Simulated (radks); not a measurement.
Task: The germanium ion Ge8+ is in [Ar] 3d(3/2: 4, 5/2: 2). Calculated with a radial shooting solver on a logarithmic mesh with Libxc functionals: Dirac Kohn-Sham, PBE, spin-unpolarised, spherical densities, finite nucleus; Fermi nuclear charge, rms radius of each element as measured or else 0.836 A^(1/3) + 0.57 fm. Sub-shells are occupied by j as written (lower j first in brackets). One electron is removed from 3p3/2, 3d3/2, 3p1/2, 3d5/2 in turn, with full relaxation. Which removal costs least, and what does each cost?

Result: 3d5/2 212.68 eV; 3d3/2 213.52 eV; 3p3/2 299.37 eV; 3p1/2 304.38 eV. The 3d5/2 electron leaves first.
